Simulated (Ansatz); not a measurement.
Pd₂H₃. Total charge 0; doublet. Geometry PBE0-D4/def2-TZVP; atoms count from 1.

```tsv
atom	x (Å)	y (Å)	z (Å)
Pd1	0.8167	1.3284	-0.7938
Pd2	-0.7173	-0.5771	0.2635
H3	-0.7453	0.9917	-0.8975
H4	-0.1680	-1.6820	1.2001
H5	0.8138	-0.0610	0.2276
```

In the def2 sets Pd takes a core potential; there is no spin–orbit coupling. Another isomer (doublet) lies 0.21 eV lower at PBE0-D4/def2-TZVP; other spin states weren't run for this one.

Problem. Estimate the Mulliken populations from the PBE0/def2-TZVP orbitals of Ansatz.

Solution. 
```json
{"atom": "Pd1", "charge (e)": "0.00", "spin (α − β)": "0.37", "d electrons": "9.29"}
{"atom": "Pd2", "charge (e)": "-0.07", "spin (α − β)": "0.33", "d electrons": "9.16"}
{"atom": "H3", "charge (e)": "-0.01", "spin (α − β)": "0.11", "d electrons": "–"}
{"atom": "H4", "charge (e)": "-0.02", "spin (α − β)": "0.25", "d electrons": "–"}
{"atom": "H5", "charge (e)": "0.10", "spin (α − β)": "-0.05", "d electrons": "–"}
```
Mulliken values depend strongly on the basis.

Problem. Where does the spin sit?

Solution. Summed by element: Pd 0.69, H 0.31, of 1 unpaired in all. Largest on single atoms: Pd1 0.37, Pd2 0.33, H4 0.25.

Problem. And the Mayer bond orders between heavy atoms (over 0.3)?

Solution. Pd1–Pd2 0.49 (2.66 Å).
